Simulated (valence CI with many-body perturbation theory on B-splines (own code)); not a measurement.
## Questions on Pr⁵²⁺

Computed by relativistic CI+MBPT: five valence electrons over a frozen Dirac-Fock core [He], a basis of 9 s, 9 p, 8 d, 6 f, 3 g, 1 h functions for each j, with the one-electron correlation potential Σ1, the two-electron term Σ2, the three-electron term Σ3, Breit, model QED; selected CI, second order for the rest (own B-spline code, finite nucleus).

The last digits are not significant, and no measured levels were compared; by estimate large intervals hold to a few tenths of a per cent, small ones and those within an open d or f shell to about a per cent. Among the levels kept, up to 1200 cm⁻¹ of a level comes from second order outside the variational space, and about a tenth of that is noise between levels of different J, which matters for small intervals.

Levels are named by their leading jj configuration (3d3/2^4 stands for four electrons in 3d with j = 3/2), which in mixed levels can hold well under half, so a name can repeat and another be missing.

Rates and lifetimes use the calculated energies. Strong lines usually hold to 10 to 20 %, long lifetimes can be off by a factor of two.

Question: What is the ground level?

Answer: (2s^2 2p1/2^2 2p3/2) J=3/2, composition 47 % 2s2 2p3 2P° + 27 % 2s2 2p3 2D° + 26 % 2s2 2p3 4S°, g = 1.343.

Question: Name the longest-lived excited levels whose lifetime is computed, and their main decay.

Answer: (2s^2 2p1/2 2p3/2^2) J=5/2 at 37.25 Ry lives 5.16 ns, mostly by M1 to (2s^2 2p1/2^2 2p3/2) J=3/2; (2s^2 2p1/2 2p3/2^2) J=1/2 at 39.90 Ry lives 1.42 ns, mostly by M1 to (2s^2 2p1/2^2 2p3/2) J=3/2; (2s^2 2p1/2 2p3/2^2) J=3/2 at 35.69 Ry lives 883 ps, mostly by M1 to (2s^2 2p1/2^2 2p3/2) J=3/2.

Question: What are the static dipole polarisabilities of the lowest levels?

Answer: (2s^2 2p1/2^2 2p3/2) J=3/2 0.000236 (tensor 4.6e-05) bohr³, of which the core gives 6.21e-07.

Question: Where does the other parity begin?

Answer: At (2s 2p1/2^2 2p3/2^2) J=5/2, 53.84 Ry.

Question: Among levels below 485.00 Ry, which E1 lines absorb most strongly from the ground level?

Answer: to (2s^2 2p1/2^2 3d5/2) J=5/2 at 0.2112 nm, f = 0.536; to (2s^2 2p1/2 2p3/2 3d3/2) J=5/2 at 0.1954 nm, f = 0.398; to (2s^2 2p1/2 2p3/2 3d3/2) J=3/2 at 0.1954 nm, f = 0.335.

Question: What is the ionisation energy?

Answer: 10176 eV; NIST lists 10175 ± 4 eV (theoretical).

Question: How well does LS coupling describe the low levels?

Answer: Among the lowest 20 levels the leading LS term, summed over configurations, holds 62 % on average. For single configurations the figures are 62 % in LS and 99 % in jj coupling. Terms mix most in the J = 3/2 level at 422.59 Ry, where the leading one holds 33 %.
